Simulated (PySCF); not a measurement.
Te(SeH)(SiH3) (H₄SeSiTe), SMILES [Te]([SiH3])[SeH].

Coordinates come from a PBE-D3(BJ)/def2-SVP optimisation. This is a generated structure with no PubChem entry under its InChIKey; it may be hypothetical. The def2 effective core potentials stand for the cores of Te; spin–orbit coupling is left out. One conformer was computed; it need not be the lowest.

Two levels are set side by side: PBE/def2-TZVPD (PySCF) and B3LYP/def2-TZVPD (PySCF). Same geometry, gas phase. Differences are taken from unrounded values.

```json
[
 {"quantity": "orbital gap (eV)", "PBE": "2.60"},
 {"quantity": "highest occupied level (eV)", "PBE": "-5.65"},
 {"quantity": "lowest empty level (eV)", "PBE": "-3.06"},
 {"quantity": "dipole moment (D)", "PBE": "0.76"},
 {"quantity": "mean polarisability (bohr³)", "PBE": "108.6"}
]
```

Q: These are the PBE values. What does B3LYP give? (The exact figures need the calculation; the answer reports its results.)

A: 
```tsv
quantity	B3LYP	PBE minus B3LYP
orbital gap (eV)	3.97	-1.37
highest occupied level (eV)	-6.45	0.80
lowest empty level (eV)	-2.48	-0.57
dipole moment (D)	0.85	-0.09
mean polarisability (bohr³)	106.2	2.4
```

PBE's occupied levels lie high since its potential decays too fast outside the molecule; exact exchange lowers them and widens the gap. Differences between two approximate levels are no errors against the true value.

Rough cost on one machine, each run with all the roots and properties that it gave: B3LYP against PBE within a factor of 2.
